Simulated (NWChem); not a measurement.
# C$_{2}$H$_{4}$ClNSi; SMILES C#C[Si@@H](N)Cl

```xyz
9

C      0.8239     2.6437    -0.3474
C      0.3034     1.5796    -0.0227
Si    -0.4602    -0.0095     0.4766
N     -1.9347    -0.1788    -0.4031
Cl     0.9726    -1.5033     0.1219
H      1.2828     3.5817    -0.6329
H     -0.7639    -0.0612     1.9381
H     -2.5571    -0.9598    -0.1789
H     -1.9236    -0.0027    -1.4114
```
Atoms are numbered in this order, from 1.

Level: PBE-D3(BJ)/def2-SVP (NWChem), optimised geometry, unscaled harmonic frequencies. 

Question: List the harmonic frequencies with IR intensities, and the thermochemistry.

Answer: 
```csv
frequency (cm⁻¹),IR intensity (km/mol)
112,2.1
150,3.4
217,17.8
239,14.0
335,11.8
372,22.6
431,139.0
513,138.8
630,77.9
695,29.0
706,18.5
711,54.2
815,144.3
863,49.7
888,180.9
1489,44.7
2092,41.6
2217,91.9
3391,48.9
3485,34.3
3584,32.9
```

- zero-point energy: 34.2 kcal/mol
- thermal correction to the enthalpy at 298.15 K (with zero-point energy): 39.3 kcal/mol
- heat capacity Cv: 24.4 cal/(mol K)
- entropy at 298.15 K and 1 atm (symmetry number 1): 82.7 cal/(mol K)
- dipole moment: 1.91 D

Rigid rotor and harmonic oscillator.
